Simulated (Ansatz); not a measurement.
`C[SiH2][SiH](Cl)Cl` + H₂O → `C[SiH2][SiH](O)Cl` + HCl at 600 K and 1 bar (formal hydrolysis of the Si–Cl bond).

Isolated molecules relaxed with PBE0-D4/def2-TZVP in Ansatz; ΔE leaves out vibrations. CCSD(T)/CBS adds triple-zeta CCSD(T) − MP2 to the extrapolated MP2 energy (def2 sets, frozen cores). This one scheme is used for every species. One conformer a species, not always the lowest.

```tsv
species	CCSD(T)/CBS energy (Eh)	H − E (kJ/mol)	S (J/(mol·K))
`C[SiH2][SiH](Cl)Cl`	-1539.48961	246.6	500.5
H₂O	-76.37941	76.8	212.8
`C[SiH2][SiH](O)Cl`	-1155.48620	282.8	503.5
HCl	-460.38127	35.4	207.2
```

H − E and S are ideal-gas, rigid-rotor, harmonic terms from PBE0-D4/def2-TZVP, for one conformer and one mirror image of each species. 1 Eh = 2625.50 kJ/mol, R = 8.31446 J/(mol·K).

Q: By hand: ΔE, ΔH, ΔS and ΔG.

A: ΔE = (-1155.48620) + (-460.38127) − (-1539.48961) − (-76.37941) = 0.00155 Eh = 4.1 kJ/mol. Δ(H − E) = 282.8 + 35.4 − 246.6 − 76.8 = -5.2, so ΔH = -1.1 kJ/mol. ΔS = 503.5 + 207.2 − 500.5 − 212.8 = -2.6 J/(mol·K). ΔG = -1.1 − 600 × (-2.6)/1000 = 0.5 kJ/mol.

Q: By hand: the equilibrium constant, and the temperature at which ΔG would vanish if ΔH and ΔS stayed fixed.

A: log₁₀ K = −ΔG/(RT ln 10) = 0.0. ΔG = 0 at ΔH/ΔS = 423 K, though so small a ΔH makes that figure unsure.

TΔS isn't small against ΔH here. The sign of ΔG lies within the doubt. A doubt of 5 kJ/mol in ΔE shifts log₁₀ K by 0.4 here. Other conformers and mirror images would add mixing entropy, several J/(mol·K) or more a flexible species. Modes under 60 cm⁻¹, often nearly free rotors, make the harmonic entropy too high. These are equilibria of isolated gas molecules and say nothing of rates. Largest T1 diagnostic: 0.011 (customary marks: 0.02 for closed shells, 0.045 for open ones).
